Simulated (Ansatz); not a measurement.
Total energies of N-butyl-N-methylpyrrolidinium cyclic bis(sulfonyl)imide, `CCCC[N+]1(C)CCCC1.O=S1(=O)[N-]S(=O)(=O)C(F)(F)C(F)(F)C1(F)F` from Ansatz at PBE-D4/def2-TZVP, gas phase (1 Eh = 27.2114 eV = 2625.5 kJ/mol). The reference geometry is relaxed at PBE-D4/def2-SVP.

```
            state                    geometry  energy (Eh)
 charge 0 singlet                   reference  -2273.84771
 charge 1 doublet                   reference  -2273.52430
charge -1 doublet                   reference  -2273.82866
charge -1 doublet  relaxed at PBE-D4/def2-SVP  -2273.85680
```

Single mean-field runs in def2-TZVP are fitted with def2-universal-jkfit.

Question: Work out the vertical ionisation energy to the doublet.

Answer: E(charge 1 doublet) − E(charge 0 singlet) = -2273.52430 − (-2273.84771) = 0.32341 Eh = 8.80 eV. For comparison, −ε of the highest occupied level is 6.23 eV at this level, 2.57 eV less.

Question: Work out the vertical electron affinity, to the doublet.

Answer: E(charge 0 singlet) − E(charge -1 doublet) = -2273.84771 − (-2273.82866) = -0.01905 Eh = -0.52 eV; negative, so the extra electron isn't bound. The basis lacks diffuse functions, which makes affinities too small.

Question: Give the fundamental gap IE − EA, the Mulliken electronegativity (IE + EA)/2 and the hardness (IE − EA)/2.

Answer: From the values in Eh: IE − EA = 0.32341 − (-0.01905) = 0.34246 Eh = 9.32 eV; (IE + EA)/2 = 4.14 eV; (IE − EA)/2 = 4.66 eV. The HOMO–LUMO gap of the same run is 5.26 eV, 4.06 eV smaller than the fundamental gap.

Question: How much does the charge -1 doublet relax, and what is the adiabatic electron affinity?

Answer: Relaxation: -2273.82866 − (-2273.85680) = 0.02814 Eh = 0.77 eV. Adiabatic electron affinity: 0.00909 Eh = 0.25 eV, without zero-point energy. Bonds change on the way (1 lost, 0 formed), so the relaxed form is another species. 

At PBE-D4/def2-TZVP the gap within one spin of the charge 1 doublet nearly closes, so an electron or hole may be smeared out by delocalisation error. At PBE-D4/def2-TZVP the gap within one spin of the charge -1 doublet nearly closes, so an electron or hole may be smeared out by delocalisation error. At PBE-D4/def2-TZVP the highest occupied level of the charge -1 doublet lies above zero (up to 2.08 eV). By energy differences it is unbound by 0.52 eV (vertical, to the charge 0 singlet, at PBE-D4/def2-TZVP) and held by the finite basis.
